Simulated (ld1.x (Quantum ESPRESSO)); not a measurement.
**Pseudopotential generation for silicon (Si): PAW, PBE, scalar-relativistic.**

Input for ld1.x (Quantum ESPRESSO) 7.5:

```
&input
   title='Si', zed=14., rel=1, dft='PBE', iswitch=3,
   config='[Ne] 3s2 3p2 3d-2',
   nld=3, rlderiv=1.05, eminld=-12.0, emaxld=5.0, deld=0.04
 /
 &inputp
   pseudotype=3, lpaw=.true., tm=.true., lloc=-2, rcloc=0.85,
   nlcc=.true., new_core_ps=.true., rcore=0.75,
   which_augfun='PSQ', rmatch_augfun=0.50,
   file_pseudopw='Si.UPF', file_wfcaegen='ae.wfc', file_wfcncgen='nc.wfc', file_beta='beta', file_chi='chi', file_wfcusgen='us.wfc'
 /
5
2S  1  0   2.00   0.00  0.80  0.95  0.0
3S  2  0   2.00   0.00  0.80  0.95  0.0
2P  2  1   6.00   0.00  0.90  0.95  0.0
3P  3  1   2.00   0.00  0.90  0.95  0.0
3D  3  2  -2.00   0.40  0.50  0.70  0.0
 &test
   configts(1)='2s2 2p6 3s2 3p2'
 /
```

Command:

```bash
ld1.x < Si.in > Si.out
```

The program printed (shortened: banner, matrices, multipoles, cross overlaps and the repeated all-electron block are left out):

```
Program LD1 v.7.5

     !!!!!!!!!!!!!!!!!!! WARNING !!!!!!!!!!!!!!!!!!!!!!!
     Message from routine ld1_readin:
     US requires at least two energies per channel 3D
     !!!!!!!!!!!!!!!!!!!!!!!!!!!!!!!!!!!!!!!!!!!!!!!!!!!
     --------------------------- All-electron run ----------------------------

     Si
     scalar relativistic calculation

     atomic number is 14.00
     dft =PBE   lsd =0 sic =0 latt =0  beta=0.20 tr2=1.0E-14
     Exchange-correlation= PBE
                           (   1   4   3   4   0   0   0)
     mesh =1141 r(mesh) = 100.57892 a.u. xmin = -7.00 dx = 0.01250
     1 Ry =  13.60569312 eV, c = 137.03599908

     n l     nl                  e(Ry)          e(Ha)          e(eV)
     1 0     1S 1( 2.00)      -131.2640       -65.6320     -1785.9374
     2 0     2S 1( 2.00)       -10.2531        -5.1266      -139.5006
     2 1     2P 1( 6.00)        -7.0235        -3.5117       -95.5594
     3 0     3S 1( 2.00)        -0.7947        -0.3974       -10.8128
     3 1     3P 1( 2.00)        -0.3000        -0.1500        -4.0812

     final scf error:  5.1E-15 reached in  24 iterations

     Etot =    -579.674871 Ry,    -289.837435 Ha,   -7886.878406 eV

     Ekin =     581.106155 Ry,     290.553077 Ha,    7906.352011 eV
     Encl =   -1383.798685 Ry,    -691.899343 Ha,  -18827.540255 eV
     Eh   =     264.316384 Ry,     132.158192 Ha,    3596.207606 eV
     Exc  =     -41.298724 Ry,     -20.649362 Ha,    -561.897768 eV

     normalization and overlap integrals

     s(1S/1S) =  1.000000  <r> =   0.1113  <r2> =    0.0167  r(max) =   0.0723
     s(2S/2S) =  1.000000  <r> =   0.5680  <r2> =    0.3856  r(max) =   0.4543
     s(2P/2P) =  1.000000  <r> =   0.5376  <r2> =    0.3649  r(max) =   0.3861
     s(3S/3S) =  1.000000  <r> =   2.1632  <r2> =    5.4537  r(max) =   1.7967
     s(3P/3P) =  1.000000  <r> =   2.7953  <r2> =    9.4191  r(max) =   2.1672

     ------------------------ End of All-electron run ------------------------

     --------------------- Generating PAW atomic setup --------------------

      Generating local potential from pseudized AE potential:
      Matching radius rcloc =   0.8500
      Enforcing V''(0)=0 (lloc=-2)

      Local pseudo, rcloc= 0.849 Estimated cut-off energy=    42.35 Ry

      Computing core charge for nlcc:

       r > 0.76 : true rho core
      Core charge pseudized with two Bessel functions
      Integrated core pseudo-charge :   0.00
      Wfc-us  2S rcutus= 0.962  Estimated cut-off energy=    57.03 Ry
      Wfc-us  3S rcutus= 0.962  Estimated cut-off energy=   118.89 Ry
      Wfc-us  2P rcutus= 0.962  Estimated cut-off energy=    89.45 Ry
      Wfc-us  3P rcutus= 0.962  Estimated cut-off energy=   172.20 Ry
      Wfc-us  3D rcutus= 0.695  Estimated cut-off energy=   214.32 Ry

     Required augmentation: PSQ   radius:    0.500000

     Q pseudized with Bessel functions
     Expected ecutrho=    1449.2582 due to l1=  2   l2=  2

     Estimated PAW energy = -220.967059 Ryd

     ------------------- End of pseudopotential generation -------------------

     Computing logarithmic derivative in   1.05624
     Computing logarithmic derivative in   1.05624
     Computing the partial wave expansion
     R is outside the sphere for l=    0 j= 0.00
     R is outside the sphere for l=    0 j= 0.00
     R is outside the sphere for l=    1 j= 0.00
     R is outside the sphere for l=    1 j= 0.00
     R is outside the sphere for l=    2 j= 0.00

     ---------------------- Testing the pseudopotential ----------------------

     Si
     scalar relativistic calculation

     atomic number is 14.00   valence charge is 12.00
     dft = SLA  PW   PBX  PBC   lsd =0 sic =0 latt =0  beta=0.20 tr2=1.0E-14
     mesh =1141 r(mesh) = 100.57892 xmin = -7.00 dx = 0.01250

     n l     nl             e AE (Ry)        e PS (Ry)    De AE-PS (Ry)
     1 0     2S   1( 2.00)      -10.25310      -10.25289       -0.00021
     2 1     2P   1( 6.00)       -7.02349       -7.02327       -0.00022
     2 0     3S   1( 2.00)       -0.79473       -0.79471       -0.00002
     3 1     3P   1( 2.00)       -0.29996       -0.29995       -0.00002

     eps = 4.8E-15  iter =  6

     Etot =    -579.674871 Ry,    -289.837435 Ha,   -7886.878406 eV
     Etotps =  -220.966988 Ry,    -110.483494 Ha,   -3006.409030 eV

     Ekin =     209.873135 Ry,     104.936567 Ha,    2855.469464 eV
     Encl =    -535.213284 Ry,    -267.606642 Ha,   -7281.947703 eV
     Ehrt =     145.672240 Ry,      72.836120 Ha,    1981.971797 eV
     Ecxc =     -41.299079 Ry,     -20.649539 Ha,    -561.902589 eV
     (Ecc =      -0.000165 Ry,      -0.000083 Ha,      -0.002247 eV)

     ---------------------- End of pseudopotential test ----------------------
```

Generation and configuration tests took about 0.66 s on one core of a shared server CPU.

Transferability test of the new file with ld1.x, input:

```
&input
   title='Si', zed=14., rel=1, dft='PBE', iswitch=2,
   config='[Ne] 3s2 3p2 3d-2'
 /
 &test
   file_pseudo='Si.UPF', nconf=8,
   configts(1)='2s2 2p6 3s2 3p2',
   configts(2)='2s2 2p6 3s2 3p1',
   configts(3)='2s2 2p6 3s2 3p0',
   configts(4)='2s2 2p6 3s1 3p0',
   configts(5)='2s2 2p6 3s1 3p2',
   configts(6)='2s2 2p6 3s0 3p4',
   configts(7)='2s1 2p6 3s2 3p2',
   configts(8)='2s2 2p6 3s0 3p0'
 /
```

```bash
ld1.x < Si.test.in > Si.test.out
```

Pseudopotential blocks of its output, shortened (energy terms left out):

```
     ---------------------- Testing the pseudopotential ----------------------

     n l     nl             e AE (Ry)        e PS (Ry)    De AE-PS (Ry)
     1 0     2S   1( 2.00)      -10.25310      -10.25289       -0.00021
     2 1     2P   1( 6.00)       -7.02349       -7.02327       -0.00022
     2 0     3S   1( 2.00)       -0.79473       -0.79471       -0.00002
     3 1     3P   1( 2.00)       -0.29996       -0.29995       -0.00002

     eps = 4.8E-15  iter =  6

     Etot =    -579.674871 Ry,    -289.837436 Ha,   -7886.878407 eV
     Etotps =  -220.966988 Ry,    -110.483494 Ha,   -3006.409030 eV

     ---------------------- End of pseudopotential test ----------------------
```

The test run then stopped with an error in new_paw_hamiltonian: “negative rho”.
